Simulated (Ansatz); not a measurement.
`C=C[Se]CO` → `CO/C=C\[SeH]`  (isomerisation)

Calculated with Ansatz (gas phase, PBE0-D4/def2-TZVP geometries, no zero-point term in ΔE). CCSD(T)/CBS adds triple-zeta CCSD(T) − MP2 to the extrapolated MP2 energy (def2 sets, frozen cores). DFT in def2-TZVPP. B3LYP here is the variant with VWN-RPA as its local correlation; programs differ in this. For Se outer-core shells are correlated without core-valence functions, which leaves a few kJ/mol of doubt a bond. Scalar relativity is left out up to krypton. One conformer a species, not always the lowest.

```json
{"level": "PBE-D4", "ΔE (eV)": "0.20"}
{"level": "r2SCAN-D4", "ΔE (eV)": "0.17"}
{"level": "B3LYP-D4", "ΔE (eV)": "0.16"}
{"level": "B2PLYP", "ΔE (eV)": "0.19"}
{"level": "PBE", "ΔE (eV)": "0.19"}
{"level": "HF/def2-TZVPP", "ΔE (eV)": "0.09"}
{"level": "CCSD(T)/def2-TZVPP", "ΔE (eV)": "0.23"}
{"level": "CCSD/CBS(def2)", "ΔE (eV)": "0.24"}
```

(1) What does CCSD(T)/CBS give? (Estimate.)

Largest T1 diagnostic among the species: 0.011.

## Answers

(1) Ansatz gave: +0.26 eV. The listed levels differ from it by -0.06, -0.09, -0.10, -0.07, -0.07, -0.17, -0.03, -0.02 eV.

In def2-TZVPP, CCSD(T) changes the Hartree–Fock value by +0.14 eV (the triples alone add +0.02 eV) and MP2 by +0.19 eV.
